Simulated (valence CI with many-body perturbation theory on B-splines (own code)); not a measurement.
The numbers below are computed, except where a source is named.
**Pm XLVII: what the settings do**

Method: relativistic CI+MBPT: five valence electrons over a frozen Dirac-Fock core [Ne], a basis of 6 s, 6 p, 5 d, 3 f, 1 g functions for each j, with the one-electron correlation potential Σ1, the two-electron term Σ2, the three-electron term Σ3, Breit, model QED; selected CI, second order for the rest, scaled by the run's own slope (own B-spline code, finite nucleus).

The last digits are not significant, and no measured levels were compared; by estimate large intervals hold to a few tenths of a per cent, small ones and those within an open d or f shell to about a per cent. Among the levels kept, up to 710 cm⁻¹ of a level comes from second order outside the variational space, and about a tenth of that is noise between levels of different J, which matters for small intervals.

The reference run has the lowest level (3s^2 3p1/2^2 3p3/2) J=3/2 and an ionisation energy of 3817.75 eV. Its largest variational space holds 10000 state functions.

Levels are named by their leading jj configuration (3d3/2^4 stands for four electrons in 3d with j = 3/2), which in mixed levels can hold well under half, so a name can repeat and another be missing. Letters in brackets count levels of one name in rising energy.

| Level | Reference (cm⁻¹) | Shift (cm⁻¹) |
| --- | --- | --- |
| (3s^2 3p1/2 3p3/2^2) J=3/2 | 1058500 | +408 |
| (3s^2 3p1/2 3p3/2^2) J=5/2 | 1135370 | -1.4 |
| (3s^2 3p1/2 3p3/2^2) J=1/2 | 1231020 | -1081 |
| (3s^2 3p1/2^2 3d3/2) J=3/2 | 1441090 | +1911 |
| (3s^2 3p1/2^2 3d5/2) J=5/2 | 1765200 | +2582 |
| (3s 3p1/2^2 3p3/2^2) J=5/2 | 2110130 | +3115 |
| (3s 3p1/2^2 3p3/2^2) J=1/2 | 2294150 | +753 |
| (3s 3p1/2^2 3p3/2^2) J=3/2 | 2294930 | +2857 |
| (3s^2 3p3/2^3) J=3/2 | 2301100 | -513 |
| (3s^2 3p1/2 3p3/2 3d3/2) J=5/2 [a] | 2489700 | +3319 |
| (3s^2 3p1/2 3p3/2 3d3/2) J=3/2 [a] | 2504230 | +2854 |
| (3s^2 3p1/2 3p3/2 3d3/2) J=1/2 [a] | 2506820 | +869 |

The ionisation energy moves by -0.50 eV.

Which of these changes was made?
A. averaging of valence orbitals over low configurations on → off
B. correlating orbitals by l 3 3 3 2 1 → 6 3 5 0 3; lowest core n in screening and Σ2 1 → 2
C. size limit of the variational space 10000 → 1500; scale of Σ1 1 → 0.8; second order for the rest on → off

C. size limit of the variational space 10000 → 1500; scale of Σ1 1 → 0.8; second order for the rest on → off.
